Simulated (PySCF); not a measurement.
Level of theory: B3LYP-D3(BJ)/def2-TZVP in PySCF 2.14.0. All species are isolated molecules in the gas phase. B3LYP has the VWN-RPA correlation part, as in Gaussian. Delta-SCF ions had no search for a lower state. 

Reference species (SMILES): `[AlH3]` (neutral, multiplicity 1).

- LUMO: -1.97 eV
- vertical ionisation energy (Delta-SCF): 11.21 eV

Changed species: `[SiH3][Al]([SiH3])[SiH3]` (3 of 3 H replaced by SiH3; the reference has 0 of 3 H replaced by SiH3).

**Question.** Give the shifts of the LUMO and vertical ionisation energy (Delta-SCF).

**Answer.** the LUMO drops by 0.81 eV, to -2.78 eV; the vertical ionisation energy (Delta-SCF) falls by 2.26 eV, to 8.95 eV.
